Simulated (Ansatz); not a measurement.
Cost and result for the atomization energy of C₂H₄BFO₂ (`BC(F)OC=O`) (10 atoms, 9 bonds).

```xyz
10

B    -1.6568    0.0858    0.7081
C    -0.2057    0.4512    0.2445
F     0.4255    1.3875    1.0250
O     0.6322   -0.6857    0.1779
C     1.5823   -0.6674   -0.7771
O     1.7274    0.1804   -1.6004
H    -2.1627   -0.8936    0.2552
H    -2.2553    0.8301    1.4190
H    -0.2826    0.8857   -0.7690
H     2.1955   -1.5738   -0.6832
```

The species carries charge 0 and has multiplicity 1. All single points use the PBE0-D4/def2-TZVP geometry. It is one conformer, not always the lowest. Program: Ansatz. All runs use 4 threads of an Intel Xeon 6975P-C on a shared host. Times are those of one run each, without the atoms' runs, and a repeat can differ threefold. Electronic energies, without spin–orbit coupling; frozen cores. CCSD(T)/CBS adds CCSD(T) − MP2 in def2-TZVPP to the MP2 limit, and its time is that of the two runs behind it. T1 = 0.015. B3LYP takes the VWN-RPA correlation (the form of Gaussian; ORCA's B3LYP/G).

CCSD(T)/CBS is a level of theory with its own doubt, some kJ/mol a heavy atom from the limit and from the frozen cores, so smaller differences don't rank the functionals.

```tsv
level	functions	wall time
PBE-D4/def2-TZVPP (with forces)	242	1.2 s
PBE0-D4/def2-TZVPP	242	1.3 s
r2SCAN-D4/def2-TZVPP (with forces)	242	1.9 s
B3LYP-D4/def2-TZVPP (with forces)	242	2 s
B2PLYP/def2-TZVPP	242	2.7 s
ωB97X-V/def2-TZVPP	242	3 s
ωB97M-V/def2-TZVPP (with forces)	242	4.3 s
MP2/def2-QZVPP	462	12 s
CCSD(T)/def2-TZVPP	242	42 s
CCSD(T)/CBS(def2)	–	54 s
```

(1) What atomization energy does each give, and how far from CCSD(T)/CBS? (An estimate is asked.)

Answers

(1) Ansatz gave: 
| level | atomization (kJ/mol) | difference from CCSD(T)/CBS | per bond |
| --- | --- | --- | --- |
| PBE-D4/def2-TZVPP (with forces) | 4188.9 | 172.7 | 19.2 |
| PBE0-D4/def2-TZVPP | 4053.2 | 37.0 | 4.1 |
| r2SCAN-D4/def2-TZVPP (with forces) | 4063.4 | 47.2 | 5.2 |
| B3LYP-D4/def2-TZVPP (with forces) | 4032.1 | 15.9 | 1.8 |
| B2PLYP/def2-TZVPP | 3998.4 | -17.8 | -2.0 |
| ωB97X-V/def2-TZVPP | 4045.0 | 28.8 | 3.2 |
| ωB97M-V/def2-TZVPP (with forces) | 4050.5 | 34.3 | 3.8 |
| MP2/def2-QZVPP | 4108.3 | 92.1 | 10.2 |
| CCSD(T)/def2-TZVPP | 3908.9 | -107.3 | -11.9 |
| CCSD(T)/CBS(def2) | 4016.2 | 0.0 | 0.0 |

The D4 term adds +26.3 kJ/mol with B3LYP and +13.8 kJ/mol with PBE0; it sums over pairs of atoms, weighted by their polarisabilities, and B3LYP, whose exchange is more repulsive, gets the larger term. From PBE to PBE0 (25 % exact exchange), in def2-TZVPP and without D4, the atomization energy moves by −133.0 kJ/mol: exact exchange takes away binding that semilocal exchange gives to molecules. In def2-TZVPP, CCSD(T) changes the Hartree–Fock value by +1087.7 kJ/mol (the triples alone add +79.3 kJ/mol) and MP2 by +1223.8 kJ/mol; breaking electron pairs costs correlation energy, which Hartree–Fock lacks.
